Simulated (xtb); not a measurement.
CH₃Zn (SMILES [CH3][Zn]), doublet, from a rough starting geometry (GFN-xTB shapes and energies of metal compounds can be far from the true ones) (the spin is typed, not shown lowest); GFN2-xTB (xtb).

The xtb input:
```
$ xtb mol.xyz --gfn 2 --uhf 1 --opt vtight --json

# file mol.xyz
5

Zn    -1.43892636    -0.87127524    -1.06864955
C      0.09347205     0.07761693     0.14936138
H      0.67184435    -0.72850428     0.67314737
H     -0.28198975     0.74015205     0.83340847
H      0.82349350     0.63654949    -0.50876147
```

### Question
Predict the main parts of the log of this xtb run.

### Answer

```
   ID    Z sym.   atoms
    1   30 Zn     1
    2    6 C      2
    3    1 H      3-5

           -------------------------------------------------
          |                Calculation Setup                |
           -------------------------------------------------

           -------------------------------------------------
          |                 G F N 2 - x T B                 |
           -------------------------------------------------

          ...................................................
          :                      SETUP                      :
          :.................................................:
          :  # basis functions                  11          :
          :  # atomic orbitals                  11          :
          :  # shells                            7          :
          :  # electrons                         9          :
          :  max. iterations                   250          :
          :  Hamiltonian                  GFN2-xTB          :
          :  restarted?                      false          :
          :  GBSA solvation                  false          :
          :  PC potential                    false          :
          :  electronic temp.          300.0000000     K    :
          :  accuracy                    1.0000000          :
          :  -> integral cutoff          0.2500000E+02      :
          :  -> integral neglect         0.1000000E-07      :
          :  -> SCF convergence          0.1000000E-05 Eh   :
          :  -> wf. convergence          0.1000000E-03 e    :
          :  Broyden damping             0.4000000          :
          :  net charge                          0          :
          :  unpaired electrons                  1          :
          ...................................................

 iter      E             dE          RMSdq      gap      omega  full diag
   1     -4.1242373 -0.412424E+01  0.101E+01    4.04       0.0  T
   2     -4.1259918 -0.175452E-02  0.326E+00    5.66       1.0  T
   3     -4.1487193 -0.227275E-01  0.496E+00    4.55       1.0  T
   4     -4.1947677 -0.460485E-01  0.362E-01    5.43       1.0  T
   5     -4.1952215 -0.453754E-03  0.110E-01    5.47       1.0  T
   6     -4.1951951  0.263766E-04  0.820E-02    5.45       1.0  T
   7     -4.1952115 -0.163700E-04  0.461E-02    5.47       1.0  T
   8     -4.1952266 -0.151521E-04  0.364E-03    5.46      12.3  T
   9     -4.1952266 -0.206706E-07  0.659E-04    5.46      67.9  T
  10     -4.1952266 -0.114599E-08  0.318E-04    5.46     140.7  T

   *** convergence criteria satisfied after 10 iterations ***

         :::::::::::::::::::::::::::::::::::::::::::::::::::::
         ::                     SUMMARY                     ::
         :::::::::::::::::::::::::::::::::::::::::::::::::::::
         :: total energy              -4.140673301397 Eh    ::
         :: gradient norm              0.081718215454 Eh/a0 ::
         :: HOMO-LUMO gap              5.461174996466 eV    ::
         ::.................................................::
         :: SCC energy                -4.195226577810 Eh    ::
         :: -> isotropic ES            0.016303549296 Eh    ::
         :: -> anisotropic ES          0.001765685298 Eh    ::
         :: -> anisotropic XC          0.003178159761 Eh    ::
         :: -> dispersion             -0.001846009100 Eh    ::
         :: repulsion energy           0.054553276413 Eh    ::
         :: add. restraining           0.000000000000 Eh    ::
         :: total charge               0.000000000000 e     ::
         :::::::::::::::::::::::::::::::::::::::::::::::::::::

      -----------------------------------------------------------
     |                   =====================                   |
     |                        A N C O P T                        |
     |                   =====================                   |
     |               Approximate Normal Coordinate               |
[...]
 * total energy  :    -4.1406733 Eh     change       -0.4805489E-10 Eh
 * total energy  :    -4.1446319 Eh     change       -0.3958567E-02 Eh
 * total energy  :    -4.1450234 Eh     change       -0.3915799E-03 Eh
 * total energy  :    -4.1450264 Eh     change       -0.2968739E-05 Eh
 * total energy  :    -4.1450274 Eh     change       -0.9873633E-06 Eh
 * total energy  :    -4.1450275 Eh     change       -0.1158792E-06 Eh
 * total energy  :    -4.1450275 Eh     change       -0.2119369E-07 Eh
   *** GEOMETRY OPTIMIZATION CONVERGED AFTER 7 ITERATIONS ***
         :: total energy              -4.145027541367 Eh    ::
[...]
         :: -> isotropic ES            0.015988252666 Eh    ::
         :: -> anisotropic ES          0.001776262379 Eh    ::
         :: -> anisotropic XC          0.003168959797 Eh    ::
         :: -> dispersion             -0.001850983746 Eh    ::
         :: repulsion energy           0.053777987310 Eh    ::
         :: add. restraining           0.000000000000 Eh    ::
         :: total charge               0.000000000000 e     ::
         :::::::::::::::::::::::::::::::::::::::::::::::::::::

           -------------------------------------------------
          |                Property Printout                |
           -------------------------------------------------

    * Orbital Energies and Occupations

         #    Occupation            Energy/Eh            Energy/eV
      -------------------------------------------------------------
         1        2.0000           -0.5461384             -14.8612
         2        2.0000           -0.4419371             -12.0257
         3        2.0000           -0.4419352             -12.0257
         4        2.0000           -0.3872017             -10.5363
         5        1.0000           -0.2795964              -7.6082 (HOMO)
         6                         -0.0792534              -2.1566 (LUMO)
         7                         -0.0792519              -2.1566
         8                          0.1087780               2.9600
         9                          0.2528353               6.8800
        10                          0.2528436               6.8802
        11                          0.3096585               8.4262
      -------------------------------------------------------------
                  HL-Gap            0.2003431 Eh            5.4516 eV
             Fermi-level           -0.2564120 Eh           -6.9773 eV

     #   Z          covCN         q      C6AA      α(0)
     1  30 Zn       0.742     0.172   325.482    43.243
     2   6 C        3.517    -0.212    26.349     7.574
     3   1 H        0.925     0.013     2.839     2.635
     4   1 H        0.925     0.013     2.839     2.635
     5   1 H        0.925     0.013     2.839     2.635

 Mol. C6AA /au·bohr⁶  :        767.262558
 Mol. C8AA /au·bohr⁸  :      40624.213275
 Mol. α(0) /au        :         58.722429

Wiberg/Mayer (AO) data.
largest (>0.10) Wiberg bond orders for each atom

 ---------------------------------------------------------------------------
     #   Z sym  total        # sym  WBO       # sym  WBO       # sym  WBO
 ---------------------------------------------------------------------------
     1  30 Zn   0.841 --     2 C    0.765
     2   6 C    3.688 --     4 H    0.974     3 H    0.974     5 H    0.974
                             1 Zn   0.765
     3   1 H    1.000 --     2 C    0.974
     4   1 H    1.000 --     2 C    0.974
     5   1 H    1.000 --     2 C    0.974
 ---------------------------------------------------------------------------

Topologies differ in total number of bonds
Writing topology from bond orders to xtbtopo.mol

molecular dipole:
                 x           y           z       tot (Debye)
 q only:       -0.494      -0.290      -0.380
   full:       -0.239      -0.140      -0.183       0.843
molecular quadrupole (traceless):
                xx          xy          yy          xz          yz          zz
 q only:        0.684       1.117      -0.522       1.387       0.828      -0.162
  q+dip:        0.307       0.501      -0.232       0.619       0.370      -0.075
   full:       -0.101      -0.173       0.113      -0.262      -0.147      -0.011

optimized geometry written to: xtbopt.xyz

           -------------------------------------------------
          | TOTAL ENERGY               -4.145027541367 Eh   |
          | GRADIENT NORM               0.000007105156 Eh/α |
          | HOMO-LUMO GAP               5.451612122053 eV   |
           -------------------------------------------------

normal termination of xtb
```
